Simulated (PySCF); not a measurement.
Species: C2H8N2Si2.
SMILES with atom numbers: `[CH:1]#[C:2][SiH2:3][NH:4][SiH2:5][NH2:6]` (hydrogens: H7 on C1; H8, H9 on Si3; H10 on N4; H11, H12 on Si5; H13, H14 on N6)

Computed with PySCF at PBE0/pcSseg-1 and CAM-B3LYP/def2-SVPD, non-relativistic, on one gas-phase PBE0-D3(BJ)/def2-SVP geometry that isn't relaxed in the solvent. The solvent is an IEF-PCM continuum (cavity from Bondi-type radii × 1.2). Specific hydrogen bonds and non-electrostatic terms are outside this model.

Gas phase at PBE0/pcSseg-1: HOMO -7.30 eV, LUMO -0.08 eV, dipole 1.25 D.

Question: What does the continuum do to the energy, the frontier levels and the dipole at PBE0/pcSseg-1 in dichloromethane and dimethylsulfoxide?

Answer: 
```tsv
solvent	ε	E(solvent) − E(gas) (kcal/mol)	polarisation term (kcal/mol)	distortion of the solute (kcal/mol)	HOMO (eV)	LUMO (eV)	dipole (D)
dichloromethane	8.93	-4.50	-4.87	0.37	-7.25	-0.12	1.52
dimethylsulfoxide	46.83	-5.29	-5.81	0.52	-7.25	-0.13	1.58
```

The first energy column is the sum of the next two and covers electrostatics alone. From dichloromethane to dimethylsulfoxide the lowering changes by a factor 1.18, Onsager's factor (ε − 1)/(2ε + 1) by 1.15 and ε itself by 5.2.

Question: Which radius a makes the point-dipole formula ΔE = −[(ε − 1)/(2ε + 1)]·μ²/a³ give the value in dimethylsulfoxide, with the gas-phase dipole?

Answer: μ = 0.491 au and |ΔE| = 0.00844 Eh give a = 1.27 Å; the farthest nucleus lies 3.95 Å from the centroid of the nuclei, so such a sphere wouldn't even hold the nuclei. The formula assumes a rigid point dipole at the centre of a sphere.

Question: Which Hirshfeld charges (PBE0/pcSseg-1) respond most in dichloromethane (means over atoms taken as equivalent)?

Answer: 
```json
{"atoms": "C2", "environment": "alkyne carbon", "gas (e)": "-0.155", "solvent (e)": "-0.168", "change": "-0.013"}
{"atoms": "H7", "environment": "alkyne hydrogen", "gas (e)": "+0.097", "solvent (e)": "+0.110", "change": "+0.013"}
{"atoms": "H10", "environment": "N–H hydrogen", "gas (e)": "+0.120", "solvent (e)": "+0.130", "change": "+0.010"}
{"atoms": "Si3", "environment": "SiH2 silicon", "gas (e)": "+0.375", "solvent (e)": "+0.369", "change": "-0.006"}
{"atoms": "H13/H14", "environment": "N–H hydrogen", "gas (e)": "+0.117", "solvent (e)": "+0.122", "change": "+0.005"}
{"atoms": "H11/H12", "environment": "Si–H hydrogen", "gas (e)": "-0.094", "solvent (e)": "-0.097", "change": "-0.003"}
```

Question: Which Mayer bond orders change most in dichloromethane?

Answer: 
```json
{"bond": "C1–C2", "length (Å)": "1.218", "gas": "2.567", "solvent": "2.544", "change": "-0.023"}
{"bond": "Si3–N4", "length (Å)": "1.735", "gas": "0.981", "solvent": "0.991", "change": "+0.010"}
{"bond": "N4–H10", "length (Å)": "1.015", "gas": "0.918", "solvent": "0.908", "change": "-0.010"}
{"bond": "Si5–N6", "length (Å)": "1.721", "gas": "1.020", "solvent": "1.029", "change": "+0.009"}
{"bond": "N6–H14", "length (Å)": "1.012", "gas": "0.947", "solvent": "0.940", "change": "-0.007"}
{"bond": "C1–H7", "length (Å)": "1.076", "gas": "1.069", "solvent": "1.074", "change": "+0.005"}
{"bond": "N4–Si5", "length (Å)": "1.741", "gas": "0.943", "solvent": "0.948", "change": "+0.005"}
{"bond": "N6–H13", "length (Å)": "1.013", "gas": "0.932", "solvent": "0.927", "change": "-0.005"}
```

Question: How do the nuclear quadrupole coupling constants eQVzz/h respond in dichloromethane?

Answer: 
| nucleus | Q (barn) | gas (MHz) | solvent (MHz) | η gas | η solvent |
| --- | --- | --- | --- | --- | --- |
| 14N at N4 | 0.02044 | -3.63 | -3.51 | 0.43 | 0.38 |
| 14N at N6 | 0.02044 | -4.53 | -4.36 | 0.29 | 0.28 |

Gas phase at CAM-B3LYP/def2-SVPD: HOMO -8.72 eV, LUMO 0.80 eV, dipole 1.11 D.

Question: What does the continuum do to the energy, the frontier levels and the dipole at CAM-B3LYP/def2-SVPD in dichloromethane?

Answer: 
```csv
solvent,ε,E(solvent) − E(gas) (kcal/mol),polarisation term (kcal/mol),distortion of the solute (kcal/mol),HOMO (eV),LUMO (eV),dipole (D)
dichloromethane,8.93,-4.17,-4.58,0.41,-8.65,0.84,1.42
```

Question: How does the static polarisability (CAM-B3LYP/def2-SVPD, frozen core, with the continuum's full static response) change?

Answer: 
```csv
medium,isotropic (au),principal values (au),⟨r²⟩ of the electrons (bohr²)
gas,88.9,"75.8, 87.3, 103.7",1040.5
dichloromethane,113.9,"100.2, 110.8, 130.7",1039.8
```

The isotropic value in dichloromethane is 1.28 times the gas-phase one; no cavity-field correction is applied. ⟨r²⟩ is taken about the centre of nuclear charge.

The run took 12 s of wall time on an Arm Neoverse V2 with one thread, shared host with 32 logical CPUs at a one-minute load of 12, and the process peaked at 0.96 GiB of memory. This is the whole shielding run at PBE0/pcSseg-1 in dimethylsulfoxide, SCF included.

Shape of the structure used: `[CH:1]#[C:2][SiH2:3][NH:4][SiH2:5][NH2:6]`: C2–Si3–N4–Si5 70°, Si3–N4–Si5–N6 -18°, H–N6–Si5–N4 -61°, H–N6–Si5–N4 137°.
